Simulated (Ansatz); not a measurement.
Mulliken charges of CHClFGeN, SMILES `N#[C][GeH]([F])[Cl]` from r2SCAN/def2-TZVPP in Ansatz (PBE0-D4/def2-TZVP geometry).

```csv
atom,x (Å),y (Å),z (Å),charge (e)
N1,-1.037,-2.307,0.031,-0.060
C2,-0.544,-1.267,0.040,-0.144
Ge3,0.237,0.478,0.108,0.738
F4,1.896,0.254,-0.277,-0.337
Cl5,-0.628,1.648,-1.424,-0.240
H6,0.117,1.130,1.476,0.043
```

By hand: the dipole of these point charges (1 e Å = 4.8032 D).

Σ q r = (-0.168, 0.241, 0.571) e Å, of length 0.642 e Å = 3.08 D.

How does the dipole of the full density compare? (Best estimate.)

Ansatz gave: (0.002, 0.531, 0.296) e Å, 2.92 D; the point charges give 1.05 times that, at 41° from its direction.

Point charges leave out the atoms' own dipoles, such as those of lone pairs, and Mulliken's split depends on the basis, so the two needn't agree.
